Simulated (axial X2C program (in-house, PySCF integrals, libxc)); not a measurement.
**Low determinants of GaH⁻ at the PBE0 level, 2c**

Computed with an in-house all-electron X2C program for linear molecules (integrals from PySCF). Two-component (2c) means X2C with spin–orbit coupling and atomic mean-field two-electron Coulomb and Gaunt terms. Basis: Ga dyall-acv3z [10s10p8d5f1g], H dyall-av3z [7s3p2d] (cores contracted in-house); Gaussian nuclei, density fitting, unrestricted open shells. Masses: Ga 68.926 u, H 1.008 u.

Search at 1.708 Å (vertical energies from the lowest determinant):

```csv
ΔE (eV),state,electrons beyond evenly filled partner blocks,"electrons in ±ω = 1/2, 3/2, 5/2, 7/2"
0.00,Ω = 1/2,ω = 1/2,23 8 2 0
0.03,Ω = 3/2,ω = 3/2,22 9 2 0
2.12,Ω = 1/2,"2 × ω = -1/2, ω = 3/2",22 9 2 0
2.38,Ω = 5/2,"2 × ω = 1/2, ω = 3/2",22 9 2 0
2.53,Ω = 5/2,ω = 5/2,22 8 3 0
2.93,Ω = 7/2,"ω = 1/2, 2 × ω = 3/2",21 10 2 0
2.96,Ω = 3/2,3 × ω = 1/2,23 8 2 0
```

Lowest determinant, Ω = 1/2 (⟨Sz⟩ = -0.50, ⟨Lz⟩ = 1.00 at PBE0): Re = 1.705 Å, ωe = 1407.7 cm⁻¹.

The determinant in row 2 of the search, Ω = 3/2 (⟨Sz⟩ = 0.50, ⟨Lz⟩ = 1.00 at PBE0), was followed along the bond at PBE0; measured from the minimum of the lowest determinant it gives:

Te = 0.033 eV (269 cm⁻¹), Re = 1.704 Å, ωe = 1414.9 cm⁻¹.

Question: Compare the bond of the determinant in row 2 with that of the lowest one.

Answer: At PBE0 its Re is 0.001 Å shorter and its force constant, which goes as ωe², is 1.01 times that of the lowest determinant. T0 ≈ Te + Δωe/2 = 269 + (4) = 273 cm⁻¹.

The search compares states at one distance, so a state with another bond length can lie lower; it is not exhaustive and yields mostly the lowest determinant of each block pattern, so other components and higher states of one pattern are missing. These are energies of single determinants, not of spin-adapted states; PBE0 term energies can be off by some tenths of an eV, and the functional has no current term. For an anion, determinants above electron detachment are held by the basis set. Row 1 has a positive highest level at its minimum. Row 2 has a positive highest level at its minimum.
